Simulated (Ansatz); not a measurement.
Relaxation of the cluster Ag₈Te₄⁺ with UKS PBE-D4/def2-SVP.

```sh
$ ansatz run in.yaml --threads 2 --pin off --events-out ev --progress --plain --max-ram 32768MiB --backend cuda --devices 0, --max-vram 18GiB
```

```yaml
crystal:
  periodic: [false, false, false]
  atoms:
    - {symbol: Ag, position_ang: [0.383030, -0.590100, 1.983330]}
    - {symbol: Ag, position_ang: [0.308500, -3.194100, -2.038710]}
    - {symbol: Ag, position_ang: [0.890880, -3.348970, 0.722660]}
    - {symbol: Ag, position_ang: [-0.667040, 3.653180, -0.602610]}
    - {symbol: Ag, position_ang: [-2.878290, 1.780440, -0.969410]}
    - {symbol: Ag, position_ang: [1.159700, -0.764500, -0.816620]}
    - {symbol: Ag, position_ang: [-3.288860, 4.256120, 0.494020]}
    - {symbol: Ag, position_ang: [3.111260, -1.654370, 1.235950]}
    - {symbol: Te, position_ang: [1.542280, -2.585660, 3.208220]}
    - {symbol: Te, position_ang: [2.796070, -2.833550, -1.259400]}
    - {symbol: Te, position_ang: [-2.843640, 4.231770, -2.068410]}
    - {symbol: Te, position_ang: [-0.513900, 1.049760, 0.110990]}
basis:
  gaussian: {orbitals: def2-SVP}
total_charge: 1
magnetization: {spin_polarized: true, initial_magnetization: 1}
hamiltonian: {xc: pbe, dispersion: d4}
scf: {lower_state_search: "off"}
output: {orbitals: {seedname: orbitals}}
relax: {f_tol: 0.03, max_steps: 70}
```

It took 2.6 min on 2 threads of AMD EPYC 7R13 on a shared host and a share (18 GiB) of an NVIDIA H100 80GB HBM3, peak host memory 1.1 GiB.

Positions (Å) and forces (eV/Å) at steps 1, 2, 3, 4, 5, 6, 7, 8, 9, 10, 11, 12, 13, 14, 15, 16, 17, 19, 20, 21 of 21:

```xyz
12
step=1 energy=-61173.8278 eV
Ag    0.383   -0.590    1.983   -0.150    0.175    0.066
Ag    0.308   -3.194   -2.039   -0.467   -0.095   -0.220
Ag    0.891   -3.349    0.723   -0.338   -0.408    0.008
Ag   -0.667    3.653   -0.603    0.506    0.271   -0.028
Ag   -2.878    1.780   -0.969   -0.308   -0.432   -0.155
Ag    1.160   -0.764   -0.817   -0.004    0.336   -0.305
Ag   -3.289    4.256    0.494   -0.243    0.193    0.490
Ag    3.111   -1.654    1.236    0.337    0.293    0.117
Te    1.542   -2.586    3.208    0.156   -0.472    0.998
Te    2.796   -2.834   -1.259    0.837   -0.338   -0.515
Te   -2.844    4.232   -2.068   -0.220    0.377   -0.614
Te   -0.514    1.050    0.111   -0.105    0.101    0.158
12
step=2 energy=-61174.0094 eV
Ag    0.388   -0.618    2.037    0.165   -0.258   -0.013
Ag    0.270   -3.208   -2.060    0.207    0.065    0.138
Ag    0.881   -3.431    0.754    0.263    0.163    0.147
Ag   -0.620    3.732   -0.645   -0.103   -0.001   -0.142
Ag   -2.945    1.759   -1.024    0.059    0.124   -0.115
Ag    1.186   -0.718   -0.897    0.088   -0.098    0.039
Ag   -3.334    4.309    0.522    0.002    0.033   -0.169
Ag    3.137   -1.649    1.274   -0.302   -0.173    0.016
Te    1.588   -2.680    3.372   -0.015    0.151   -0.508
Te    2.891   -2.887   -1.361   -0.474    0.212    0.236
Te   -2.901    4.308   -2.118    0.097   -0.185    0.372
Te   -0.540    1.082    0.147    0.014   -0.034    0.000
12
step=3 energy=-61174.0874 eV
Ag    0.393   -0.677    2.013    0.042   -0.096   -0.034
Ag    0.243   -3.160   -2.009    0.006    0.026    0.053
Ag    0.923   -3.444    0.770    0.071   -0.010    0.020
Ag   -0.612    3.708   -0.692   -0.006    0.004   -0.066
Ag   -2.918    1.755   -1.068    0.018    0.011   -0.067
Ag    1.184   -0.677   -0.877    0.007    0.023    0.017
Ag   -3.325    4.302    0.512   -0.024    0.035   -0.014
Ag    3.117   -1.659    1.273   -0.065   -0.009    0.004
Te    1.609   -2.698    3.336   -0.002    0.022   -0.064
Te    2.833   -2.829   -1.337   -0.077    0.033    0.024
Te   -2.894    4.297   -2.102    0.038   -0.057    0.088
Te   -0.553    1.083    0.181   -0.009    0.019    0.038
12
step=4 energy=-61174.1306 eV
Ag    0.357   -0.811    1.998   -0.025   -0.017   -0.033
Ag    0.147   -3.058   -1.919   -0.034    0.010    0.038
Ag    1.006   -3.522    0.785    0.008   -0.071   -0.073
Ag   -0.570    3.688   -0.773    0.019   -0.015   -0.003
Ag   -2.851    1.717   -1.153    0.044   -0.048    0.028
Ag    1.135   -0.581   -0.826   -0.007    0.069    0.027
Ag   -3.303    4.273    0.471   -0.025    0.023    0.039
Ag    3.098   -1.640    1.260    0.034    0.039   -0.004
Te    1.673   -2.751    3.330   -0.001    0.009    0.070
Te    2.758   -2.715   -1.374    0.014   -0.031   -0.044
Te   -2.867    4.264   -2.132    0.029   -0.004   -0.060
Te   -0.582    1.135    0.332   -0.055    0.037    0.015
12
step=5 energy=-61174.1714 eV
Ag    0.293   -0.950    1.959   -0.025    0.010   -0.024
Ag    0.041   -2.938   -1.808    0.018    0.026    0.072
Ag    1.110   -3.632    0.781    0.029   -0.011   -0.088
Ag   -0.532    3.664   -0.798    0.018   -0.051    0.023
Ag   -2.812    1.673   -1.157    0.071   -0.048    0.063
Ag    1.123   -0.463   -0.777   -0.018    0.022    0.011
Ag   -3.306    4.298    0.394   -0.011    0.014   -0.002
Ag    3.091   -1.621    1.237   -0.003    0.008   -0.014
Te    1.723   -2.783    3.324   -0.014    0.022    0.006
Te    2.690   -2.619   -1.431   -0.038   -0.005   -0.007
Te   -2.805    4.194   -2.199    0.014    0.004   -0.049
Te   -0.618    1.176    0.474   -0.040    0.010    0.008
12
step=6 energy=-61174.2116 eV
Ag    0.222   -1.073    1.929   -0.012    0.035   -0.041
Ag   -0.058   -2.822   -1.683    0.048    0.021    0.085
Ag    1.222   -3.719    0.749    0.017    0.044   -0.087
Ag   -0.484    3.614   -0.801    0.013   -0.069    0.027
Ag   -2.752    1.614   -1.118    0.071   -0.020    0.072
Ag    1.083   -0.348   -0.738   -0.021    0.011    0.043
Ag   -3.308    4.333    0.293    0.008    0.001   -0.059
Ag    3.066   -1.587    1.202   -0.019   -0.003   -0.023
Te    1.755   -2.811    3.296   -0.014    0.005   -0.020
Te    2.616   -2.504   -1.495   -0.067    0.014    0.017
Te   -2.717    4.089   -2.278    0.009   -0.015    0.012
Te   -0.645    1.213    0.644   -0.032   -0.023   -0.026
12
step=7 energy=-61174.2535 eV
Ag    0.188   -1.149    1.919   -0.008    0.036   -0.043
Ag   -0.144   -2.690   -1.566    0.048    0.026    0.081
Ag    1.292   -3.745    0.693   -0.002    0.045   -0.080
Ag   -0.430    3.514   -0.804    0.009   -0.088    0.037
Ag   -2.722    1.553   -1.066    0.045    0.005    0.042
Ag    1.054   -0.234   -0.675   -0.031    0.000    0.026
Ag   -3.288    4.364    0.185    0.024   -0.011   -0.088
Ag    3.051   -1.563    1.170   -0.009    0.005   -0.024
Te    1.781   -2.853    3.254   -0.007   -0.006   -0.029
Te    2.544   -2.380   -1.553   -0.056    0.022    0.040
Te   -2.620    3.971   -2.352    0.003   -0.033    0.051
Te   -0.705    1.212    0.795   -0.014   -0.001   -0.013
12
step=8 energy=-61174.3085 eV
Ag    0.159   -1.208    1.900   -0.012    0.031   -0.018
Ag   -0.222   -2.557   -1.450    0.021    0.026    0.059
Ag    1.337   -3.747    0.619    0.010    0.035   -0.051
Ag   -0.360    3.375   -0.805    0.015   -0.104    0.033
Ag   -2.689    1.480   -1.004    0.027    0.020    0.024
Ag    0.993   -0.118   -0.619   -0.011    0.047    0.028
Ag   -3.242    4.375    0.073    0.033   -0.020   -0.093
Ag    3.033   -1.517    1.139   -0.017   -0.003   -0.016
Te    1.799   -2.895    3.195   -0.003   -0.005   -0.031
Te    2.470   -2.236   -1.594   -0.054    0.030    0.019
Te   -2.508    3.829   -2.416    0.003   -0.041    0.063
Te   -0.769    1.218    0.962   -0.011   -0.015   -0.015
12
step=9 energy=-61174.3767 eV
Ag    0.139   -1.249    1.885   -0.022    0.038   -0.024
Ag   -0.297   -2.414   -1.332    0.026    0.049    0.084
Ag    1.376   -3.743    0.550   -0.001    0.043   -0.056
Ag   -0.292    3.213   -0.812    0.027   -0.137    0.036
Ag   -2.681    1.416   -0.958    0.016    0.019    0.012
Ag    0.962    0.015   -0.561   -0.017    0.050    0.020
Ag   -3.179    4.374   -0.023    0.040   -0.026   -0.087
Ag    3.018   -1.482    1.111   -0.022    0.005   -0.023
Te    1.814   -2.933    3.141   -0.001   -0.003   -0.053
Te    2.392   -2.099   -1.630   -0.047    0.035    0.035
Te   -2.404    3.697   -2.465    0.001   -0.041    0.053
Te   -0.847    1.205    1.095   -0.002   -0.032    0.003
12
step=10 energy=-61174.4593 eV
Ag    0.120   -1.271    1.881   -0.029    0.033   -0.010
Ag   -0.361   -2.272   -1.218    0.006    0.062    0.096
Ag    1.397   -3.727    0.474   -0.002    0.041   -0.053
Ag   -0.230    3.044   -0.813    0.029   -0.127    0.029
Ag   -2.680    1.353   -0.919    0.012    0.016    0.007
Ag    0.938    0.134   -0.499    0.000    0.062    0.003
Ag   -3.107    4.362   -0.110    0.044   -0.030   -0.079
Ag    3.002   -1.441    1.083   -0.021    0.010   -0.022
Te    1.827   -2.967    3.079   -0.002    0.000   -0.072
Te    2.320   -1.970   -1.658   -0.032    0.029    0.043
Te   -2.306    3.567   -2.506    0.001   -0.041    0.037
Te   -0.921    1.188    1.207   -0.009   -0.055    0.021
12
step=11 energy=-61174.5279 eV
Ag    0.116   -1.277    1.910   -0.017    0.022    0.003
Ag   -0.422   -2.124   -1.109   -0.020    0.078    0.100
Ag    1.393   -3.706    0.394   -0.005    0.026   -0.052
Ag   -0.201    2.935   -0.788   -0.005   -0.042    0.010
Ag   -2.678    1.299   -0.888    0.021    0.005   -0.001
Ag    0.952    0.226   -0.420    0.021    0.030    0.001
Ag   -3.054    4.348   -0.211    0.044   -0.032   -0.074
Ag    2.997   -1.421    1.053   -0.010    0.010   -0.016
Te    1.847   -3.015    3.008   -0.006    0.008   -0.093
Te    2.252   -1.870   -1.684   -0.009    0.001    0.056
Te   -2.224    3.439   -2.554    0.000   -0.035    0.029
Te   -0.977    1.165    1.289   -0.015   -0.070    0.036
12
step=12 energy=-61174.5820 eV
Ag    0.114   -1.279    1.934    0.007    0.006    0.034
Ag   -0.470   -1.986   -0.979   -0.061    0.090    0.090
Ag    1.377   -3.707    0.325   -0.008   -0.009   -0.054
Ag   -0.207    2.890   -0.762   -0.039    0.036   -0.007
Ag   -2.663    1.261   -0.888    0.018   -0.030   -0.009
Ag    0.993    0.297   -0.375    0.040    0.021    0.050
Ag   -3.014    4.327   -0.281    0.024   -0.013   -0.038
Ag    3.001   -1.400    1.034    0.015    0.007   -0.013
Te    1.860   -3.053    2.930    0.009   -0.029   -0.036
Te    2.209   -1.831   -1.675    0.010   -0.009   -0.007
Te   -2.185    3.359   -2.594    0.021   -0.031   -0.020
Te   -1.014    1.122    1.329   -0.035   -0.039    0.008
12
step=13 energy=-61174.6418 eV
Ag    0.135   -1.271    1.989    0.050   -0.014    0.070
Ag   -0.522   -1.847   -0.853   -0.015    0.110    0.078
Ag    1.357   -3.718    0.263   -0.039    0.023   -0.047
Ag   -0.237    2.898   -0.740   -0.030   -0.009    0.007
Ag   -2.645    1.219   -0.918    0.037   -0.041   -0.037
Ag    1.055    0.352   -0.305    0.028    0.053    0.027
Ag   -2.993    4.309   -0.341    0.007   -0.007   -0.033
Ag    3.022   -1.408    1.014    0.009   -0.025   -0.016
Te    1.881   -3.108    2.868   -0.002    0.002   -0.086
Te    2.168   -1.811   -1.677   -0.057    0.012    0.067
Te   -2.163    3.307   -2.639    0.019   -0.034   -0.022
Te   -1.056    1.079    1.339   -0.007   -0.071   -0.006
12
step=14 energy=-61174.7110 eV
Ag    0.149   -1.256    2.037    0.097   -0.031    0.147
Ag   -0.571   -1.689   -0.739   -0.102    0.093    0.005
Ag    1.299   -3.699    0.198   -0.071   -0.006   -0.053
Ag   -0.242    2.869   -0.719   -0.065    0.071   -0.019
Ag   -2.590    1.149   -0.944    0.044   -0.070   -0.053
Ag    1.094    0.415   -0.252    0.099    0.069    0.067
Ag   -2.974    4.256   -0.394   -0.011    0.002   -0.025
Ag    3.033   -1.407    0.991    0.029   -0.022   -0.019
Te    1.895   -3.152    2.790   -0.013    0.015   -0.042
Te    2.121   -1.775   -1.669   -0.071    0.043    0.047
Te   -2.126    3.233   -2.675    0.035   -0.040   -0.036
Te   -1.088    1.056    1.376    0.029   -0.125   -0.021
12
step=15 energy=-61174.8217 eV
Ag    0.213   -1.253    2.143    0.073   -0.024    0.039
Ag   -0.645   -1.533   -0.650    0.005    0.224    0.078
Ag    1.222   -3.694    0.147   -0.091    0.073    0.007
Ag   -0.284    2.897   -0.697   -0.023   -0.034    0.001
Ag   -2.545    1.082   -1.003    0.072   -0.060   -0.094
Ag    1.185    0.492   -0.174    0.029    0.013    0.026
Ag   -2.981    4.237   -0.457   -0.021   -0.014   -0.057
Ag    3.068   -1.435    0.970   -0.010   -0.049   -0.030
Te    1.926   -3.211    2.735    0.051   -0.030   -0.085
Te    2.048   -1.734   -1.653   -0.056    0.007    0.069
Te   -2.104    3.185   -2.720    0.011   -0.035    0.018
Te   -1.103    0.967    1.359   -0.041   -0.071    0.028
12
step=16 energy=-61174.9086 eV
Ag    0.270   -1.261    2.184    0.054   -0.012    0.083
Ag   -0.674   -1.353   -0.579   -0.104   -0.002   -0.024
Ag    1.125   -3.651    0.138   -0.135    0.010   -0.001
Ag   -0.308    2.875   -0.684   -0.016   -0.027    0.042
Ag   -2.485    1.018   -1.072    0.012   -0.047   -0.053
Ag    1.234    0.536   -0.126    0.115    0.122    0.078
Ag   -2.997    4.219   -0.501   -0.037   -0.006   -0.023
Ag    3.083   -1.464    0.946    0.061    0.007   -0.025
Te    1.979   -3.259    2.685    0.022   -0.030    0.009
Te    2.005   -1.723   -1.629   -0.042    0.059   -0.035
Te   -2.089    3.155   -2.738    0.031   -0.015   -0.062
Te   -1.143    0.908    1.376    0.039   -0.060    0.010
12
step=17 energy=-61174.9563 eV
Ag    0.344   -1.274    2.248    0.049   -0.010   -0.017
Ag   -0.731   -1.239   -0.565    0.195   -0.077   -0.005
Ag    0.949   -3.579    0.152    0.018    0.102    0.048
Ag   -0.343    2.839   -0.634   -0.047   -0.009    0.001
Ag   -2.450    0.965   -1.138   -0.076    0.108   -0.056
Ag    1.329    0.607   -0.038   -0.028   -0.102    0.032
Ag   -3.043    4.188   -0.569   -0.007   -0.038   -0.062
Ag    3.140   -1.492    0.907   -0.054   -0.062   -0.034
Te    2.044   -3.303    2.650    0.007    0.007   -0.119
Te    1.941   -1.672   -1.623   -0.057    0.003    0.074
Te   -2.041    3.130   -2.775    0.049   -0.040    0.077
Te   -1.139    0.831    1.387   -0.050    0.119    0.061
12
step=19 energy=-61175.0066 eV
Ag    0.409   -1.250    2.277   -0.015    0.012    0.010
Ag   -0.744   -1.151   -0.490   -0.007    0.026    0.015
Ag    0.888   -3.498    0.089   -0.019   -0.022   -0.010
Ag   -0.372    2.823   -0.433    0.007   -0.003    0.021
Ag   -2.519    1.029   -1.017    0.014   -0.004    0.036
Ag    1.334    0.598    0.120    0.002    0.009    0.000
Ag   -3.178    4.083   -0.908   -0.009    0.006    0.006
Ag    3.176   -1.574    0.753    0.022    0.013    0.005
Te    2.084   -3.327    2.531   -0.002    0.009   -0.012
Te    1.823   -1.563   -1.681   -0.003    0.002   -0.004
Te   -1.738    2.954   -2.800    0.011   -0.017   -0.030
Te   -1.164    0.876    1.560    0.001   -0.031   -0.039
12
step=20 energy=-61175.0084 eV
Ag    0.412   -1.250    2.290    0.005   -0.018    0.011
Ag   -0.752   -1.114   -0.466   -0.010   -0.021   -0.024
Ag    0.855   -3.487    0.058    0.005   -0.008   -0.010
Ag   -0.382    2.822   -0.364   -0.009    0.012   -0.050
Ag   -2.541    1.044   -0.951    0.006    0.012   -0.033
Ag    1.338    0.607    0.157    0.019    0.009   -0.014
Ag   -3.191    4.068   -1.021    0.048   -0.030   -0.047
Ag    3.196   -1.567    0.713    0.002    0.004   -0.007
Te    2.096   -3.324    2.475    0.001   -0.009    0.021
Te    1.793   -1.533   -1.689    0.002    0.009   -0.007
Te   -1.649    2.867   -2.802   -0.038    0.013    0.097
Te   -1.175    0.866    1.599   -0.030    0.026    0.063
12
step=21 energy=-61175.0098 eV
Ag    0.405   -1.254    2.293   -0.003    0.006   -0.008
Ag   -0.752   -1.121   -0.465    0.002    0.003    0.003
Ag    0.865   -3.492    0.051    0.008    0.006    0.001
Ag   -0.378    2.822   -0.381    0.000   -0.001    0.002
Ag   -2.537    1.040   -0.953    0.001   -0.008    0.008
Ag    1.336    0.611    0.155   -0.011   -0.004    0.005
Ag   -3.178    4.073   -1.013    0.010   -0.002   -0.010
Ag    3.192   -1.564    0.719   -0.007   -0.004   -0.003
Te    2.092   -3.327    2.479   -0.005    0.003   -0.007
Te    1.796   -1.526   -1.690    0.000    0.002    0.011
Te   -1.664    2.864   -2.801   -0.008    0.007    0.002
Te   -1.177    0.874    1.607    0.015   -0.009   -0.006
```

In the def2 sets Ag, Te take a core potential; there is no spin–orbit coupling. Another isomer (doublet) lies 1.73 eV lower at PBE0-D4/def2-TZVP; other spin states weren't run for this one.
